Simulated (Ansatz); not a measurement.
Reaction (formal exchange of groups at a B–H bond): `BOBF` + `N=C(F)CO` → `OBOBF` + `CC(=N)F`

Computed with Ansatz on PBE0-D4/def2-TZVP structures; ΔE is electronic, products minus reactants. CCSD(T)/CBS adds triple-zeta CCSD(T) − MP2 to the extrapolated MP2 energy (def2 sets, frozen cores). Functionals use def2-TZVPP. B3LYP here is the variant with VWN-RPA as its local correlation; programs differ in this. HSE06 is defined as in plane-wave codes. One conformer a species, not always the lowest.

```
             level  ΔE (kcal/mol)  difference from CCSD(T)/CBS
            PBE-D4          -55.1                          0.3
           BLYP-D4          -55.3                          0.1
         r2SCAN-D4          -56.7                         -1.3
            B97M-V          -57.3                         -1.9
           PBE0-D4          -55.3                          0.1
          B3LYP-D4          -55.6                         -0.2
        r2SCANh-D4          -56.7                         -1.3
        r2SCAN0-D4          -56.6                         -1.2
          HSE06-D4          -55.3                          0.1
          BHLYP-D4          -55.8                         -0.4
      CAM-B3LYP-D4          -55.8                         -0.4
           ωB97X-V          -54.1                          1.3
           ωB97M-V          -55.3                          0.1
            B2PLYP          -55.9                         -0.5
          PBE-QIDH          -55.8                         -0.4
               PBE          -55.2                          0.2
            revPBE          -54.7                          0.7
              BLYP          -55.5                         -0.1
            r2SCAN          -56.8                         -1.4
              PBE0          -55.3                          0.1
             B3LYP          -55.7                         -0.3
           r2SCAN0          -56.7                         -1.3
             HSE06          -55.3                          0.1
             BHLYP          -55.8                         -0.4
         CAM-B3LYP          -55.9                         -0.5
           LC-ωPBE          -55.5                         -0.1
RPA@PBE/def2-TZVPP          -52.5                          2.9
       HF/def2-SVP          -55.2                          0.2
      MP2/def2-SVP          -57.9                         -2.5
     CCSD/def2-SVP          -56.2                         -0.8
  CCSD(T)/def2-SVP          -56.2                         -0.8
     HF/def2-TZVPP          -54.7                          0.7
    MP2/def2-TZVPP          -56.3                         -0.9
SCS-MP2/def2-TZVPP          -55.0                          0.4
   CCSD/def2-TZVPP          -54.9                          0.5
     HF/def2-QZVPP          -54.8                          0.6
    MP2/def2-QZVPP          -56.7                         -1.3
SCS-MP2/def2-QZVPP          -55.4                          0.0
     MP2/CBS(def2)          -56.9                         -1.5
    CCSD/CBS(def2)          -55.5                         -0.1
       CCSD(T)/CBS          -55.4                            0
```

Largest T1 diagnostic among the species: 0.014.

Leaving LDA and LC-ωPBE aside and taking each functional with its dispersion term where it has one, the values spread over 3.2 kcal/mol, from B97M-V to ωB97X-V. LDA lies −1.4 kcal/mol from PBE without D4. At CCSD(T), def2-SVP lies −0.8 kcal/mol from the extrapolated value and def2-TZVPP +0.6 kcal/mol.
